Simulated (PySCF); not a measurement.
# How methods differ on the ionisation energy of Cu⁺

Cu⁺ [Ar] 3d10 (1S) → Cu²⁺ [Ar] 3d9 (2D), as a difference of total energies. Calculation: PySCF 2.14, in Sapporo-DKH3-DZP-2012 (6s4p3d1f, 40 functions); scalar relativity by spin-free X2C-1e. Correlated levels: valence: [Ar] frozen. The calculations carry no spin-orbit coupling.

| method | ionisation energy (eV) | difference from reference (eV) |
| --- | --- | --- |
| UHF | 17.335 | -2.957 |
| r2SCAN | 20.517 | +0.225 |
| PBE0 | 20.404 | +0.112 |
| MP2 (valence) | 20.750 | +0.458 |
| SCS-MP2 (valence) | 20.318 | +0.026 |

Reference: 20.292 eV (measured; NIST Atomic Spectra Database, ionization energies).

The reference lies between the lowest fine-structure levels, while these numbers refer to the centres of the terms.

Errors of the correlated levels include the incompleteness of this basis and the frozen core.
